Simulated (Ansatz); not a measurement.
`C#CO[SiH3]`, charge 0, multiplicity 1.

Question: Give a relaxed structure at PBE0-D4/def2-TZVP (the Gaussian-basis code of Ansatz). (Estimate.)

Answer: Computed: 
```xyz
8

C    -1.6415    0.8176   -1.3608
C    -0.7357    0.1226   -0.9948
O     0.2390   -0.6371   -0.6199
Si    0.9893   -0.4584    0.8746
H    -2.4443    1.4281   -1.6939
H     2.0266   -1.5096    0.8849
H    -0.0114   -0.6610    1.9473
H     1.5781    0.8978    0.9627
```
Point group Cs.
